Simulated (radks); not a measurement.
The sulfur anion S-, [Ne] 3s2 3p5, held by a Watson sphere: a shell of charge +1 at radius R that stands for the Madelung well of a crystal (potential energy -1/R inside, -1/r outside, in hartree with lengths in bohr). Method: non-relativistic Kohn-Sham, LDA (Slater exchange, VWN5 correlation), spin-polarised, spherical densities, point nucleus; open shells are filled with parallel spins first; computed with a radial shooting solver on a logarithmic mesh with Libxc functionals. Response by self-consistent Sternheimer equations with the Hartree and adiabatic LDA kernel. The sphere does not respond.

R (bohr)  e(3s down) (eV)  e(3p up) (eV)  e(3p down) (eV)  <r> 3p (bohr)  sum of <r^2> (bohr^2)  X-ray form factor at sin(theta)/lambda = 0.1 1/angstrom  alpha (bohr^3)
2.77              -16.117         -7.199           -6.539          2.199                  37.78                                                   14.713           29.35
2.93              -15.882         -6.990           -6.335          2.218                  38.36                                                   14.689           30.95
3.11              -15.629         -6.758           -6.108          2.239                  38.97                                                   14.665           32.80
3.16              -15.561         -6.694           -6.046          2.244                  39.14                                                   14.659           33.33
4.29              -14.244         -5.412           -4.781          2.336                  41.98                                                   14.565           45.40
